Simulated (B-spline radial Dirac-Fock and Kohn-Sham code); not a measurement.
# Atomic SCF run for W

ΔSCF core binding energies without Breit or QED terms, calculated with a B-spline atomic structure program. Keys: rel is the Hamiltonian (dirac, or spin-free x2c and nr, where L3 and M5 stand for the whole 2p and 3d shells), method is hf or an exchange,correlation pair (spin-unpolarised, also for the hole states), nuc the nuclear model, radius_factor scales its radius, rmax is the box in bohr, h the logarithmic mesh step, order the B-spline order, points the quadrature points per cell, c_factor scales the speed of light, and damp, ndamp, maxit and tol steer the iteration. The run stops when the commutator error falls below 10·tol·max(1, Z/10), or the numerical noise floor, and the energy has settled to about 1e-8 Ha; the virial ratio is −V/T.

Input (task.json):

```json
{"items": [{"Z": 74, "q": 0, "cfg": [[1, 0, 2], [2, 0, 2], [2, 1, 6], [3, 0, 2], [3, 1, 6], [3, 2, 10], [4, 0, 2], [4, 1, 6], [4, 2, 10], [4, 3, 14], [5, 0, 2], [5, 1, 6], [5, 2, 4], [6, 0, 2]], "A": 184, "rrms": 5.3658, "do": "settings", "holes": ["K", "L3", "M5"],
  "settings": [{"rel": "dirac", "method": "hf", "nuc": "fermi", "radius_factor": 1.2, "rmax": 60.0, "h": 0.18, "order": 8, "points": 10, "c_factor": 1.0, "maxit": 60, "damp": 0.5, "ndamp": 3, "tol": 1e-08}]}]}
```

Command: `python xray2_run.py task.json out`

Ground-state iterations:

```
iter   energy (Ha)        error
   1   -16153.88793755  1.34e+00
   2   -16153.95269531  1.57e-01
   3   -16155.19465700  3.96e-02
   4   -16155.23054200  4.58e-03
   5   -16155.23079776  3.90e-03
   6   -16155.23132416  9.49e-04
   7   -16155.23135576  6.78e-05
   8   -16155.23135634  5.43e-05
   9   -16155.23135652  4.06e-06
  10   -16155.23135652  2.13e-06
  11   -16155.23135652  2.97e-07
```

The ground state converged in 11 iterations, with total energy -16155.23136 Ha, virial ratio 1.88842 and highest orbital energy -7.26 eV. ΔSCF binding energies: K (1s) 69867.6 eV, L3 (2p3/2) 10241.0 eV, M5 (3d5/2) 1818.7 eV.
